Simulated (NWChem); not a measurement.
Species: GaH$_{3}$S; SMILES [GaH2][SH]

```xyz
5

Ga     0.0115    -0.7242     0.0000
H      1.4129    -1.4097     0.0000
H     -1.3803    -1.4332     0.0000
S      0.0561     1.4788     0.0000
H     -1.2860     1.6333     0.0000
```
Atoms are numbered in this order, from 1.

Structure relaxed at the PBE0/def2-SVP level. B3LYP is NWChem's, with the RPA form of VWN correlation.

Symmetry labels are those of Cs in the frame above (b1 and b2, or b-type labels, depend on it).

Problem. List the 4 lowest vertical singlet excitations from B3LYP/def2-SVPD, TDA (NWChem).

Solution. 
| state | energy (eV) | oscillator strength | symmetry | leading excitation (squared amplitude) |
|---|---|---|---|---|
| S1 | 5.23 | 0.076 | a' | HOMO → LUMO (0.92) |
| S2 | 5.50 | 0.001 | a" | HOMO−1 → LUMO (0.99) |
| S3 | 5.82 | 0.001 | a" | HOMO−2 → LUMO (0.99) |
| S4 | 6.16 | 0.007 | a" | HOMO → LUMO+2 (0.70) |
